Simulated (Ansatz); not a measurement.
`[SiH3][SiH2]OBCl` + `N[SiH2]F` → `F[SiH2]N[SiH2][SiH3]` + `OBCl`  (ligand exchange at the Si–O bond)

Isolated molecules relaxed with PBE0-D4/def2-TZVP in Ansatz; ΔE leaves out vibrations. CCSD(T)/CBS adds triple-zeta CCSD(T) − MP2 to the extrapolated MP2 energy (def2 sets, frozen cores). This one scheme is used for every species. Functionals use def2-TZVPP. One conformer a species, not always the lowest.

```tsv
species	B2PLYP energy (Eh)
`[SiH3][SiH2]OBCl`	-1142.61077
`N[SiH2]F`	-446.45500
`F[SiH2]N[SiH2][SiH3]`	-1027.63230
`OBCl`	-561.42182
```

Task: Work out ΔE.

Result: ΔE = (-1027.63230) + (-561.42182) − (-1142.61077) − (-446.45500) = 0.01165 Eh = +30.6 kJ/mol. CCSD(T)/CBS gives +27.7 kJ/mol.

Largest T1 diagnostic among the species: 0.013.

In def2-TZVPP, CCSD(T) changes the Hartree–Fock value by −10.3 kJ/mol (the triples alone add −1.6 kJ/mol) and MP2 by −10.5 kJ/mol.
